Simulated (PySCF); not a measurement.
Cartesian coordinates (Å):
```xyz
6

N     -0.9398    -0.0242    -0.0605
Si     0.6415    -0.0073     0.5800
Br     1.6948    -1.8269    -0.2400
Br     1.5872     1.9347    -0.0734
H     -1.5158     0.8035    -0.0661
H     -1.4678    -0.8797    -0.1399
```
Charge 0, spin multiplicity 2.

Problem. Estimate the dipole moment, highest occupied spin orbital and total energy that M06-2X/def2-TZVP // B3LYP-D3(BJ)/def2-TZVP (PySCF 2.14.0) returns for this input.

Solution. 
dipole moment: 2.83 D
highest occupied spin orbital: -7.17 eV
total energy: -149497.10 eV
